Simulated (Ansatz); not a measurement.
Molecule: C4H10OSi, net charge 0, singlet state. 
Geometry from a B3LYP-D3(BJ)/def2-TZVP (Ansatz, an electronic-structure program) optimisation:
SMILES: [SiH2](C=C)COC
```xyz
16

C      2.8066    -1.1150    -0.2429
C      1.5920    -0.7561    -0.6547
Si     0.7990     0.8755    -0.2422
C     -0.8167     0.6104     0.7076
O     -1.6772    -0.1745    -0.1059
C     -2.9192    -0.4498     0.5060
H      3.2422    -2.0775    -0.4914
H      3.4229    -0.4585     0.3628
H      1.0247    -1.4610    -1.2580
H      1.7244     1.6629     0.6116
H      0.4964     1.6415    -1.4755
H     -0.6164     0.1029     1.6630
H     -1.2851     1.5758     0.9524
H     -3.5008    -1.0518    -0.1911
H     -3.4666     0.4753     0.7275
H     -2.7859    -1.0084     1.4413
```
Charge 0, spin multiplicity 1.

Quantity: atomisation energy (electronic, to ground-state atoms), in kcal/mol. Valence correlation only, unless marked. Open shells are spin-unrestricted. Spin-orbit coupling is left out. No relativistic terms. The coupled-cluster limit lacks core correlation, which all-electron functionals hold. Basis-set limits of correlation are two-point, X^-3; Hartree-Fock from the larger set.

```tsv
level	program	atomisation energy (kcal/mol)
HF/aug-cc-pV(D+d)Z	Ansatz	1059.4
HF/aug-cc-pV(Q+d)Z	Ansatz	1079.4
BLYP-D4/def2-TZVPD	Ansatz + dftd4	1449.4
r2SCAN/def2-TZVPD	Ansatz	1452.6
PBE0-D3(BJ)/def2-TZVPD	Ansatz + dftd3	1456.4
BHLYP/def2-TZVPD	Ansatz	1408.5
r2SCAN0-D4/def2-TZVPD	Ansatz + dftd4	1436.5
r2SCAN0/def2-TZVPD	Ansatz	1434.2
B2PLYP-D4/def2-TZVPD	Ansatz + dftd4	1439.4
RPA@PBE/cc-pV(Q+d)Z	Ansatz	1377.3
MP2/cc-pV(T+d)Z	Ansatz	1433.3
SCS-MP2/aug-cc-pV(T+d)Z	Ansatz	1439.5
CCSD(T)/aug-cc-pV(T+d)Z	Ansatz	1425.9
CCSD(T)/cc-pwCVTZ	Ansatz	1420.1
CCSD(T)/CBS(cc-pV(T+d)Z,cc-pV(Q+d)Z)	Ansatz	1453.5
```
